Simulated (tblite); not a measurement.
Compound: C₆H₁₁FN₃ (charge +1).
Z-matrix (Å and degrees, GFN2-xTB geometry), rows numbered from 1:
```
C 
C   1  1.5245
N   2  1.4461  1  110.41
N   3  1.3003  2  122.16  1  -101.50
N   4  1.3007  3  107.51  2   177.35
C   5  1.4323  4  120.70  3   179.80
C   5  1.3571  4  112.14  3    -0.10
C   7  1.4743  5  125.05  4  -179.95
C   3  1.3517  2  128.00  1    75.13
F   9  1.3074  3  121.87  2     3.23
H   1  1.0873  2  111.24  3   -61.18
H   1  1.0869  2  110.79  3    60.55
H   1  1.0854  2  108.93  3   179.68
H   2  1.0906  1  110.95  3  -118.00
H   2  1.0924  1  110.52  3   119.68
H   6  1.0906  5  110.32  4   120.43
H   6  1.0881  5  108.12  4     0.38
H   6  1.0904  5  110.27  4  -119.41
H   8  1.0865  7  110.04  5   179.33
H   8  1.0896  7  110.64  5    59.08
H   8  1.0897  7  110.63  5   -60.37
```

Calculated harmonic vibrations of the isolated species, GFN2-xTB (tblite), most abundant isotopes, no scaling. This tight-binding method is rough: wavenumbers can miss measured ones by several per cent, in bad cases by 10 to 20. One conformer, not necessarily the lowest.

Harmonic wavenumbers (cm⁻¹): 38.2, 102.3, 105.9, 128.9, 159.1, 182.8, 222.6, 249.0, 274.9, 278.0, 345.2, 427.0, 522.5, 565.6, 626.1, 633.1, 664.7, 761.7, 830.4, 878.4, 989.4, 1025.0, 1039.7, 1056.3, 1085.3, 1089.7, 1104.3, 1148.0, 1210.0, 1257.3, 1290.6, 1345.8, 1386.1, 1394.1, 1397.0, 1405.4, 1414.7, 1416.5, 1419.0, 1433.6, 1433.9, 1437.8, 1474.5, 1476.2, 1486.0, 1625.4, 2988.8, 3011.4, 3013.2, 3016.5, 3021.9, 3026.4, 3055.0, 3058.8, 3060.9, 3069.5, 3077.7.

A = 2155, B = 1076, C = 773.9 MHz; mass 144.094 u (most abundant isotopes); point group C1, symmetry number 1.

Question: Zero-point energy?

Answer: Half the sum of the wavenumbers: 37619 cm⁻¹ = 107.56 kcal/mol.

Question: Entropy at 298.15 K, 1 bar (ideal gas, RRHO, classical rotation)?

Answer: Translation 40.83, rotation 29.57, vibration 32.54: S = 102.9 cal/(mol K).

Question: And Cp and H(298.15 K) − H(0)?

Answer: Cp = 40.94 cal/(mol K), of which vibrations give 32.99 (their classical limit is 57 R = 113.3); H(298.15 K) − H(0) = 7.50 kcal/mol without the zero-point energy, 5.13 from vibrations.

Question: How do the functions run with temperature in this model?

Answer: 
```
T (K)  S (cal/(mol K))  Cp (cal/(mol K))  H − H(0) (kcal/mol)  G − H(0) (kcal/mol)  ln q(vib)
  150             80.5              26.2                 2.54                -9.54       3.32
  250             96.2              36.0                 5.65               -18.40       6.31
  400            116.5              51.6                12.21               -34.38      10.64
  600            140.9              69.2                24.39               -60.16      16.23
  900            172.5              86.4                47.94              -107.32      24.16
```

q(vib) and H(0) count from the zero-point level.

Question: Blend soft modes into free rotors: weight 1/[1 + (100 cm⁻¹/ν̃)⁴] for the oscillator and the rest for a rotor with moment μB/(μ + B), μ = h/(8π²ν), B = 10⁻⁴⁴ kg m². What vibrational entropy results?

Answer: 30.42 cal/(mol K) in place of 32.54, which changes −T·S at 298.15 K by +0.63 kcal/mol.

Question: What must be added to the electronic energy to get the Gibbs energy at 298.15 K and 1 bar?

Answer: ZPE + [H(298.15 K) − H(0)] − T·S = 107.56 + 7.50 − 30.69 = 84.37 kcal/mol.

Hindered rotation and anharmonicity are outside this model. Other conformers, if any are populated, would add a mixing term that is left out. The structure is chiral; the term R ln 2 for an equal mix with its mirror image is left out.
